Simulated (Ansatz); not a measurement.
Program: Ansatz. Geometries: PBE0-D4/def2-TZVP. ΔE: electronic, gas phase. CBS: MP2 limit from def2 TZ/QZ plus the TZ coupled-cluster correction, frozen cores. DFT in def2-TZVPP. B3LYP here is the variant with VWN-RPA as its local correlation; programs differ in this. For Ge outer-core shells are correlated without core-valence functions, which leaves a few kJ/mol of doubt a bond. Scalar relativity is left out up to krypton. Each species was taken in one conformer, which may not be the lowest.

Reaction (substitution at a C–S bond): `[SiH3]SC1CO1` + `[OH][GeH3]` → `[GeH3][O]C1CO1` + `[SiH3]S`

```json
{"level": "PBE-D4", "ΔE (kJ/mol)": "13.5"}
{"level": "ωB97M-V", "ΔE (kJ/mol)": "8.2"}
{"level": "B2PLYP", "ΔE (kJ/mol)": "8.9"}
{"level": "B3LYP", "ΔE (kJ/mol)": "5.7"}
{"level": "HF/def2-TZVPP", "ΔE (kJ/mol)": "-5.4"}
{"level": "SCS-MP2/def2-TZVPP", "ΔE (kJ/mol)": "11.7"}
{"level": "CCSD/def2-TZVPP", "ΔE (kJ/mol)": "5.0"}
{"level": "MP2/CBS(def2)", "ΔE (kJ/mol)": "21.3"}
```

What does CCSD(T)/CBS give? (Estimate.)

The calculation gave: +12.9 kJ/mol. The listed levels differ from it by 0.6, -4.7, -4.0, -7.2, -18.3, -1.2, -7.9, 8.4 kJ/mol.

Largest T1 diagnostic among the species: 0.012.

In def2-TZVPP, CCSD(T) changes the Hartree–Fock value by +13.0 kJ/mol (the triples alone add +2.6 kJ/mol) and MP2 by +21.3 kJ/mol. The D4 term adds +3.1 kJ/mol with B3LYP and +1.6 kJ/mol with PBE0; it sums over pairs of atoms, weighted by their polarisabilities, and B3LYP, whose exchange is more repulsive, gets the larger term.
